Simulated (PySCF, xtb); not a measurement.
In(F)(Br)(Me) (CH3BrFIn), SMILES [CH3][In]([F])[Br].

Harmonic wavenumbers (cm⁻¹) from GFN2-xTB (xtb 6.7.1) at its own minimum, in rising order: 34, 60, 81, 95, 222, 342, 432, 675, 681, 1154, 1384, 1393, 3007, 3029, 3039.

### Question
What does PBE-D3(BJ)/def2-SVP run with PySCF give at its own minimum? (Estimate from the structure and the level; the computed values follow.)

### Answer
19, 82, 108, 124, 242, 488, 581, 704, 729, 1124, 1374, 1378, 3001, 3122, 3137. Paired by order, the mean absolute difference is 49 cm⁻¹ and the zero-point energies are 22.3 and 23.2 kcal/mol.
